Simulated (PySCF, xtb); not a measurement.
SiCl2HI, SMILES Cl[SiH](Cl)I.

Harmonic wavenumbers (cm⁻¹) from xtb with GFN2-xTB at its own minimum, in rising order: 112, 124, 182, 373, 508, 540, 620, 678, 2364.

Task: What does B3LYP-D3(BJ)/def2-SVP in PySCF give at its own minimum? (The exact figures need the calculation; the answer reports its results.)

Result: 125, 139, 211, 358, 534, 592, 773, 803, 2289. Paired by order, the mean absolute difference is 56 cm⁻¹ and the zero-point energies are 7.9 and 8.3 kcal/mol.
